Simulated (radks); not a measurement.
Results of a calculation; reference values are marked as such.
Ionisation of neutral zinc, [Ar] 3d10 4s2, to Zn+, [Ar] 3d10 4s1, under several functionals. Scalar-relativistic Kohn-Sham, spin-polarised, spherical densities, finite nucleus; open shells are filled with parallel spins first; a radial shooting solver on a logarithmic mesh with Libxc functionals. The NIST Atomic Spectra Database gives 9.394 eV (measured). Rank these functionals by the error of their Delta-SCF ionisation energy: SOGGA; exchange-only PBE; r2SCAN; PBE; BLYP; OLYP.

Answer. From best to worst: r2SCAN 9.411 eV (+0.017); SOGGA 9.419 eV (+0.025); OLYP 9.224 eV (-0.170); PBE 9.596 eV (+0.202); BLYP 9.712 eV (+0.318); exchange-only PBE 8.901 eV (-0.494).
